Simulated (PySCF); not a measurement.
BrClFGeH.
SMILES: `[F][Ge@@H]([Cl])[Br]`

Jobs on this species (5 atoms, 94 electrons) with PySCF (density fitting). Hardware of each: Arm Neoverse V1, one thread, on a shared host. Other jobs ran on the host; a repeat could differ by tens of per cent or more. Peak memory is the resident size of the whole Python process, interpreter and libraries included.

Question: Rank these jobs by wall time, shortest first.
A. delta-SCF UKS PBE0, pcX-2 on the ionised atom, pcseg-1 elsewhere, spin-free X2C; ΔSCF core ionisation, 3 holes; 133 basis functions
B. delta-SCF UKS SCAN, pcX-2 on the ionised atom, pcseg-1 elsewhere, non-relativistic; ΔSCF core ionisation, 3 holes; 133 basis functions
C. PBE0-D3(BJ)/def2-SVP, grid level 1; geometry optimisation from a GFN2-xTB start shaken at random; 101 basis functions

Answer: B (8.2 s), A (19 s), C (43 s).

All jobs:

```json
{"level and settings": "delta-SCF UKS PBE, pcX-2 on the ionised atom, pcseg-1 elsewhere, spin-free X2C", "work": "ΔSCF core ionisation, 3 holes", "basis functions": "133", "SCF cycles": "44", "wall time": "6.2 s", "peak memory": "0.49 GiB"}
{"level and settings": "delta-SCF UKS SCAN, pcX-1 on the ionised atom, pcseg-1 elsewhere, spin-free X2C", "work": "ΔSCF core ionisation, 3 holes", "basis functions": "113", "SCF cycles": "42", "wall time": "6.5 s", "peak memory": "0.49 GiB"}
{"level and settings": "delta-SCF UKS SCAN, def2-TZVP on the ionised atom, pcseg-1 elsewhere, spin-free X2C", "work": "ΔSCF core ionisation, 3 holes", "basis functions": "110", "SCF cycles": "42", "wall time": "7.6 s", "peak memory": "0.49 GiB"}
{"level and settings": "delta-SCF UKS SCAN, pcX-2 on the ionised atom, pcseg-1 elsewhere, non-relativistic", "work": "ΔSCF core ionisation, 3 holes", "basis functions": "133", "SCF cycles": "42", "wall time": "8.2 s", "peak memory": "0.49 GiB"}
{"level and settings": "delta-SCF UKS SCAN, pcX-2 on the ionised atom, pcseg-1 elsewhere, spin-free X2C", "work": "ΔSCF core ionisation, 3 holes", "basis functions": "133", "SCF cycles": "43", "wall time": "9.0 s", "peak memory": "0.42 GiB"}
{"level and settings": "delta-SCF UKS HF, pcX-2 on the ionised atom, pcseg-1 elsewhere, spin-free X2C", "work": "ΔSCF core ionisation, 3 holes", "basis functions": "133", "SCF cycles": "36", "wall time": "14 s", "peak memory": "0.49 GiB"}
{"level and settings": "delta-SCF UKS PBE0, pcX-2 on the ionised atom, pcseg-1 elsewhere, spin-free X2C", "work": "ΔSCF core ionisation, 3 holes", "basis functions": "133", "SCF cycles": "38", "wall time": "19 s", "peak memory": "0.49 GiB"}
{"level and settings": "delta-SCF UKS B3LYP, pcX-2 on the ionised atom, pcseg-1 elsewhere, spin-free X2C", "work": "ΔSCF core ionisation, 3 holes", "basis functions": "133", "SCF cycles": "40", "wall time": "20 s", "peak memory": "0.49 GiB"}
{"level and settings": "PBE0-D3(BJ)/def2-SVP, grid level 1", "work": "geometry optimisation from a GFN2-xTB start shaken at random", "basis functions": "101", "SCF cycles": "48", "wall time": "43 s", "peak memory": "0.41 GiB"}
```

Q: What do all jobs in the table cost together?

A: About 2.2 min; the longest takes about 32 % of that, and about 6.9 times as long as the shortest.
